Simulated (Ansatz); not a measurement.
C₃H₈AlCl, SMILES `[CH3][AlH][CH2]CCl`, relaxed with RKS PBE-D4/def2-SVP in Ansatz from a rough embedded geometry. The force threshold is 0.03 eV/Å; the program also tests the step.

Charge 0, multiplicity 1.

Start:

```xyz
13

C    -1.538   -0.763   -1.361
Al   -0.225   -1.243    0.009
C     1.189    0.077    0.444
C     0.708    1.353    0.957
Cl    1.955    2.537    1.326
H    -2.607   -0.818   -0.883
H    -1.365    0.209   -1.763
H    -1.534   -1.564   -2.163
H    -0.274   -2.671    0.729
H     1.819    0.243   -0.511
H     1.876   -0.376    1.187
H     0.001    1.819    0.154
H    -0.006    1.198    1.875
```

| step | energy (eV) | largest force (eV/Å) | largest move (Å) |
| --- | --- | --- | --- |
| 1 | -22338.9664 | 3.784 | 0.000 |
| 2 | -22339.2783 | 1.532 | 0.088 |
| 3 | -22339.3303 | 0.318 | 0.200 |
| 4 (rejected) | -22339.3186 | 0.247 | 0.132 |
| 5 | -22339.3409 | 0.132 | 0.066 |
| 6 | -22339.3463 | 0.052 | 0.100 |
| 7 | -22339.3512 | 0.079 | 0.146 |
| 8 (rejected) | -22339.3494 | 0.243 | 0.195 |
| 9 | -22339.3548 | 0.085 | 0.096 |
| 10 | -22339.3575 | 0.087 | 0.096 |
| 11 | -22339.3591 | 0.125 | 0.146 |
| 12 | -22339.3612 | 0.083 | 0.014 |
| 13 | -22339.3638 | 0.022 | 0.059 |
| 14 | -22339.3647 | 0.106 | 0.122 |
| 15 | -22339.3660 | 0.103 | 0.046 |
| 16 | -22339.3672 | 0.068 | 0.016 |
| 17 | -22339.3677 | 0.027 | 0.026 |
| 18 | -22339.3683 | 0.033 | 0.060 |
| 19 | -22339.3686 | 0.047 | 0.053 |
| 20 | -22339.3689 | 0.026 | 0.014 |
| 21 | -22339.3691 | 0.012 | 0.033 |

End:

```xyz
13

C    -1.707   -0.770   -1.125
Al   -0.032   -1.315   -0.249
C     1.160   -0.008    0.654
C     0.703    1.434    0.646
Cl    1.873    2.563    1.486
H    -2.562   -0.924   -0.428
H    -1.723    0.301   -1.417
H    -1.930   -1.380   -2.025
H     0.411   -2.857   -0.208
H     2.164   -0.097    0.179
H     1.313   -0.360    1.700
H     0.595    1.838   -0.381
H    -0.264    1.575    1.168
```

Run time 30 s (4 threads of an Arm Neoverse V1 on a shared host); peak host memory 0.17 GiB.
